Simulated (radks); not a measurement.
The numbers below are computed, except where a source is named.
Valence configurations of K (all share [Ar]). Code: a radial shooting solver on a logarithmic mesh with Libxc functionals. Model: non-relativistic Kohn-Sham, LDA (Slater exchange, Perdew-Wang correlation), spin-polarised, spherical densities, point nucleus; open shells are filled with parallel spins first. Energies are relative to 4s1; eigenvalues in eV for spin up.

[
 {"valence": "4s1", "E (eV)": "0.000", "moment (Bohr magnetons)": "1", "e(3d)": "-", "e(4p)": "-", "e(4s)": "-2.616"},
 {"valence": "4s0.5 4p0.5", "E (eV)": "0.821", "moment (Bohr magnetons)": "1", "e(3d)": "-", "e(4p)": "-1.287", "e(4s)": "-2.937"},
 {"valence": "3d0.5 4s0.5", "E (eV)": "1.291", "moment (Bohr magnetons)": "1", "e(3d)": "-0.452", "e(4p)": "-", "e(4s)": "-3.024"},
 {"valence": "4p1", "E (eV)": "1.652", "moment (Bohr magnetons)": "1", "e(3d)": "-", "e(4p)": "-1.535", "e(4s)": "-"},
 {"valence": "3d1", "E (eV)": "2.566", "moment (Bohr magnetons)": "1", "e(3d)": "-0.677", "e(4p)": "-", "e(4s)": "-"}
]

NIST lists [Ar] 4s1 as the ground configuration; this level of theory agrees among the configurations tried. The energies are those of spherical high-spin densities, not of single terms.
